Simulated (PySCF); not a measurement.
Excitations are Tamm–Dancoff values on a coarser integration grid. The basis has no diffuse functions, so Rydberg states are missing or too high.

Z-matrix (Å, degrees):
```
B
N 1 1.3903
H 2 1.0063 1 122.94
H 2 1.0063 3 114.13 1 180.00
B 1 1.6390 2 152.72 3 89.98
B 5 1.5024 1 62.72 2 179.99
```
Charge 0, multiplicity 1.

**Question.** Estimate the brightest of the four lowest singlets (TDA), total energy and LUMO that ωB97X-D3(BJ)/def2-TZVP // B3LYP-D3(BJ)/def2-TZVP run with PySCF 2.14.0 returns for this input.

**Answer.** 
The brightest of the four lowest singlets (TDA) is 3.12 eV and the total energy comes out as -130.4306 Ha. The LUMO comes out as -1.63 eV.
